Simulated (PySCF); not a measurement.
C4H7FSi, SMILES C[Si@H]1C=C[C@H]1F. Atoms are numbered in the order given.

```xyz
13

C      2.1531     0.1950    -0.0833
Si     0.5318    -0.6563    -0.5169
C     -0.4807    -1.3328     0.9172
C     -1.3680    -0.3025     0.8423
C     -1.0098     0.5249    -0.3769
F     -0.7621     1.8702    -0.0896
H      2.5655     0.7190    -0.9697
H      1.9756     0.9439     0.7135
H      2.9129    -0.5308     0.2705
H      0.7010    -1.5186    -1.7458
H     -0.5066    -2.1653     1.6371
H     -2.2187    -0.0808     1.5181
H     -1.7838     0.4811    -1.1768
```

Coordinates come from a PBE-D3(BJ)/def2-SVP optimisation. The structure was generated by enumeration; whether it is a known compound was not checked.

Computed with PBE-D3(BJ)/def2-SVP (PySCF).

Frequencies are harmonic and unscaled.

Problem. Give all harmonic wavenumbers and intensities. (An estimate is asked for; the answer gives what the named calculation found.)

Solution. 
| mode | ν (cm⁻¹) | IR (km/mol) | moving atoms (share of kinetic energy) |
|---|---|---|---|
| 1 | 111 | 1.0 | H 51 %, F 24 %, C 23 % |
| 2 | 121 | 1.2 | C 52 %, H 26 %, F 12 %, Si 10 % |
| 3 | 130 | 0.3 | H 68 %, C 16 %, F 12 % |
| 4 | 242 | 1.2 | C 47 %, H 26 %, Si 15 %, F 12 % |
| 5 | 312 | 2.4 | F 32 %, Si 30 %, C 23 %, H 15 % |
| 6 | 446 | 11.6 | C 41 %, H 32 %, F 25 % |
| 7 | 516 | 8.6 | C 51 %, Si 30 %, H 19 % |
| 8 | 574 | 6.9 | H 58 %, C 29 % |
| 9 | 662 | 15.7 | H 64 %, C 26 % |
| 10 | 678 | 7.6 | H 59 %, C 29 %, Si 11 % |
| 11 | 701 | 18.2 | C 45 %, H 38 %, Si 14 % |
| 12 | 763 | 76.1 | H 52 %, C 27 %, Si 18 % |
| 13 | 786 | 66.5 | H 61 %, C 20 %, Si 19 % |
| 14 | 801 | 3.2 | H 51 %, C 43 % |
| 15 | 873 | 124.0 | H 75 %, C 14 %, Si 10 % |
| 16 | 957 | 7.9 | H 73 %, C 25 % |
| 17 | 970 | 33.8 | C 61 %, H 33 % |
| 18 | 992 | 8.9 | H 86 %, C 13 % |
| 19 | 1059 | 71.1 | C 57 %, F 23 %, H 19 % |
| 20 | 1115 | 3.1 | H 56 %, C 43 % |
| 21 | 1211 | 18.1 | H 79 %, C 21 % |
| 22 | 1242 | 8.1 | H 67 %, C 32 % |
| 23 | 1284 | 34.6 | H 71 %, C 28 % |
| 24 | 1375 | 3.4 | H 96 % |
| 25 | 1380 | 5.5 | H 96 % |
| 26 | 1551 | 2.2 | C 93 % |
| 27 | 2126 | 165.0 | H 97 % |
| 28 | 2970 | 23.6 | H 92 % |
| 29 | 2978 | 2.4 | H 97 % |
| 30 | 3039 | 29.7 | H 92 %, C 8 % |
| 31 | 3077 | 1.9 | H 91 %, C 9 % |
| 32 | 3089 | 1.0 | H 91 %, C 9 % |
| 33 | 3135 | 7.9 | H 91 %, C 9 % |
